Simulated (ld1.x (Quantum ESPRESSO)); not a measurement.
# beryllium (Be), ultrasoft: configuration errors across variants

beryllium (Be), ultrasoft, made with ld1.x (Quantum ESPRESSO) 7.5 (BLYP, scalar-relativistic). Core none, reference 1s2 2s1.5 2p0.5. Waves: 1s (bound): rcut 0.65, rcutus 0.80 bohr; 2s (bound): rcut 0.65, rcutus 0.80 bohr; 2p (bound): rcut 3.05, rcutus 4.10 bohr; 2p channel at 0.45 Ry: rcut 3.05, rcutus 4.10 bohr. Local part: all-electron potential smoothed inside 0.75 bohr (lloc = -1). Core correction: none. Augmentation charge: PSQ, inside the norm-conserving radii.

All-electron excitation energies from the reference (eV): (1) 1s2 2s2 2p0 -1.778; (2) 1s2 2s1 2p0 7.661; (3) 1s2 2s0 2p0 25.753.

The overlap operator is not positive definite (basis up to 400 Ry) in “base”, “all radii scaled by about 0.89 (s 0.70, p 3.64 bohr, rcut 0.58/2.70); local potential all-electron potential smoothed inside 0.66 bohr (lloc = -1)”, “all radii scaled by about 1.03 (s 0.82, p 4.24 bohr, rcut 0.68/3.16); local potential all-electron potential smoothed inside 0.78 bohr (lloc = -1)”, “all radii scaled by about 1.12 (s 0.90, p 4.58 bohr, rcut 0.72/3.40); local potential all-electron potential smoothed inside 0.84 bohr (lloc = -1)”. Such files are unfit for use, however small their errors in these radial tests.

2 further variants failed, have other tests or too few solved ones, and are left out.

Errors AE − PS in meV (a dash: test not solved or not reliable):

| change | (1) | (2) | (3) | bound ghosts |
| --- | --- | --- | --- | --- |
| base | -0.6 | +5.9 | +17 | not determined (overlap not positive) |
| all radii scaled by about 0.89 (s 0.70, p 3.64 bohr, rcut 0.58/2.70); local potential all-electron potential smoothed inside 0.66 bohr (lloc = -1) | -0.9 | +5.6 | +16 | not determined (overlap not positive) |
| all radii scaled by about 1.03 (s 0.82, p 4.24 bohr, rcut 0.68/3.16); local potential all-electron potential smoothed inside 0.78 bohr (lloc = -1) | -0.5 | +6.1 | +17 | not determined (overlap not positive) |
| all radii scaled by about 1.12 (s 0.90, p 4.58 bohr, rcut 0.72/3.40); local potential all-electron potential smoothed inside 0.84 bohr (lloc = -1) | -0.4 | +6.8 | +19 | not determined (overlap not positive) |

(1) Give the same row for: all radii scaled by about 0.76 (s 0.60, p 3.10 bohr, rcut 0.50/2.30); local potential all-electron potential smoothed inside 0.56 bohr (lloc = -1).

Answers

(1) -0.9, +5.0, +15; bound ghosts: none.
